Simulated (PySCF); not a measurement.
Start geometry of `CB(/C=C(\C)C(=C)C)C` from GFN2-xTB (Å):
```
atom  x, y, z in Å
C1     3.165   -0.053   -0.616
C2     2.112    0.075    0.191
C3     2.325    0.417    1.640
C4     0.732   -0.118   -0.276
C5     0.557   -0.712   -1.644
C6    -0.334    0.263    0.450
B7    -1.846    0.124    0.155
C8    -2.773    1.381    0.417
C9    -2.532   -1.242   -0.259
H10    4.169    0.084   -0.248
H11    3.083   -0.284   -1.662
H12    1.785   -0.277    2.282
H13    1.971    1.426    1.853
H14    3.382    0.371    1.887
H15    0.926   -0.023   -2.403
H16   -0.491   -0.902   -1.842
H17    1.115   -1.643   -1.735
H18   -0.123    0.780    1.381
H19   -2.278    2.331    0.224
H20   -3.701    1.360   -0.150
H21   -3.056    1.390    1.471
H22   -1.875   -2.107   -0.222
H23   -3.389   -1.447    0.382
H24   -2.934   -1.174   -1.270
```

What comes out of this run: PySCF 2.14.0, PBE0-D3(BJ)/def2-SVP geometry optimisation, gas phase?

```
atom  x, y, z in Å
C1     3.0340   -0.2860   -0.4523
C2     1.9560    0.0960    0.2580
C3     2.1427    0.7676    1.5896
C4     0.5795   -0.1484   -0.2347
C5     0.4449   -0.8270   -1.5680
C6    -0.5002    0.2553    0.4872
B7    -2.0262    0.1335    0.1978
C8    -2.9544    1.2468    0.8233
C9    -2.7135   -1.0525   -0.5843
H10    4.0439   -0.1157   -0.0705
H11    2.9560   -0.7773   -1.4232
H12    1.6638    0.1946    2.3994
H13    1.6955    1.7742    1.5999
H14    3.2099    0.8682    1.8281
H15    0.9888   -0.2697   -2.3469
H16   -0.6000   -0.9049   -1.8812
H17    0.8750   -1.8415   -1.5419
H18   -0.2670    0.8070    1.4072
H19   -2.4808    2.2390    0.8867
H20   -3.9391    1.3389    0.3402
H21   -3.1471    0.9332    1.8688
H22   -2.1114   -1.9646   -0.6972
H23   -3.6813   -1.3151   -0.1256
H24   -2.9665   -0.6887   -1.5992
```

The energy falls by 0.113 eV over 14 energy and gradient evaluations, the largest force component goes from 0.0130 to 3.0e-04 Eh/bohr, and the atoms move by 0.393 Å rms after alignment. Among the bonds, C1–H11, C8–H21 and C9–H24 change most and about equally (+0.016 to +0.017 Å). Bonds longer at the end by more than 0.005 Å: 19 of 23; shorter: 2. Among the angles that change most is B7–C9–H24, from 110.4° to 107.9°. Among the dihedrals that turn most is H18–C6–B7–C9, from -131° to -151°. Rotational constants go from 2746, 848.7, 723.6 to 2711, 872.9, 691.4 MHz. The orientation of the end geometry is arbitrary; only internal coordinates are fixed.

The run used 201 basis functions and 98 SCF cycles in all.

Stationary, but not proved a minimum. One conformer, not necessarily the lowest.
